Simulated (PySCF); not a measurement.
## What the settings do

Molecule: `O=C(O)C(F)(F)F`, C$_{2}$HF$_{3}$O$_{2}$; geometry GFN2-xTB.

Geometry:
| atom | x (Å) | y (Å) | z (Å) |
| --- | --- | --- | --- |
| O1 | 0.858 | 1.288 | -0.852 |
| C2 | 0.552 | 0.323 | -0.227 |
| O3 | 1.363 | -0.563 | 0.312 |
| C4 | -0.925 | -0.075 | 0.076 |
| F5 | -1.782 | 0.792 | -0.455 |
| F6 | -1.207 | -1.285 | -0.419 |
| F7 | -1.150 | -0.117 | 1.393 |
| H8 | 2.299 | -0.353 | 0.147 |

All runs: PySCF, non-relativistic, gas phase unless a solvent (IEF-PCM) is named; grid level 2, GIAOs and SCF threshold 1e-9 unless changed. The yardstick, PBE0/pcSseg-1, gives these isotropic shieldings σ (ppm, equivalent atoms averaged): O1 -98.6, O3 140.5, C2 25.0, C4 62.3, F5/F6/F7 258.3, H8 24.98.

Question: What do these inputs give? (1) HSE06/pcSseg-1; aux def2-qzvpp-jkfit; level_shift 0.1; (2) PBE0/def2-TZVP; grid level 4; (3) mPW1PW91/IGLO-II; aux cc-pvdz-ri; max_cycle 59

Answer: 
```
run    outcome  functions  wall time     O1     O3    C2    C4  F5/F6/F7     H8
  1  converged        124       39 s  -99.8  139.4  24.0  61.3     257.4  25.00
  2  converged        223       95 s  -87.7  145.4  26.6  61.9     256.4  25.49
  3  converged        160       32 s  -93.2  144.8  28.0  63.3     261.7  25.70
```

Times are on shared hosts with different chips, so compare them loosely.

Question: Comment on the technical settings.

Answer: 
- Run 1: The functional differs from the yardstick's, which in itself moves the values. The level shift changes the path of the SCF (11 cycles), not the solution, provided the same state is reached. The other auxiliary basis adds little: it changes only the density-fitting error.
- Run 3: The functional and orbital basis differ from the yardstick's, which in itself moves the values. The cycle limit changes the path of the SCF (11 cycles), not the solution, provided the same state is reached. The other auxiliary basis adds little: it changes only the density-fitting error.
